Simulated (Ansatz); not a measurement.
System: C3H3F2 (charge 0, doublet). It need not be the lowest isomer of its formula. 
Coordinates optimised at B3LYP-D3(BJ)/def2-TZVP (Ansatz, an electronic-structure program):
```xyz
8

C      1.9151    -0.5032    -0.2980
C      0.8455    -0.2162     0.5289
C     -0.4094     0.1079     0.1011
F     -1.4231     0.3801     0.9059
F     -0.7732     0.1915    -1.1665
H      1.8173    -0.4874    -1.3737
H      2.8773    -0.7509     0.1224
H      0.9644    -0.2375     1.6049
```
Charge 0, spin multiplicity 2.

Atomisation energy built up term by term with Ansatz (kcal/mol; UHF references for open shells; valence terms freeze the core; atomic spin-orbit terms are left out). CBS(X,Y): correlation extrapolated as X^-3; Hartree-Fock from the larger set.

The UHF reference is spin-contaminated (<S^2> 0.19 over the pure value in the largest basis). 

| term | basis | kcal/mol |
|---|---|---|
| Hartree-Fock | cc-pVQZ | ___ |
| CCSD correlation | CBS(cc-pVTZ,cc-pVQZ) | 197.55 |
| (T) | CBS(cc-pVTZ,cc-pVQZ) | ___ |
| core correlation | cc-pwCVTZ | 3.56 |
| scalar relativity (X2C) | cc-pVTZ-DK against cc-pVTZ | -0.86 |
| sum: De |  | ___ |

Problem. Some entries are withheld; supply them.

Solution. 
- Hartree-Fock, kcal/mol: 569.11
- (T), kcal/mol: 16.29
- sum: De, kcal/mol: 785.7
